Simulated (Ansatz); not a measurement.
silacyclobutane (C₃H₈Si), SMILES C1C[SiH2]C1.

The structure is a stationary point at B3LYP-D3(BJ)/def2-SVP.

Two levels are set side by side: PBE/def2-TZVPD (Ansatz, a quantum-chemistry and plane-wave program) and CAM-B3LYP/def2-TZVPD (Ansatz). Energy differences of separate SCF runs at the same geometry; the states with an electron removed or added have multiplicity 2 and 2. Differences are taken from unrounded values.

```json
[
 {"quantity": "vertical ionisation energy (eV)", "CAM-B3LYP": "10.02"},
 {"quantity": "vertical singlet–triplet gap (eV)", "CAM-B3LYP": "6.59"}
]
```

### Question
What does PBE give, and how far is it from CAM-B3LYP? (The exact figures need the calculation; the answer reports its results.)

### Answer

```csv
quantity,PBE,PBE minus CAM-B3LYP
vertical ionisation energy (eV),9.59,-0.42
vertical singlet–triplet gap (eV),5.90,-0.69
```
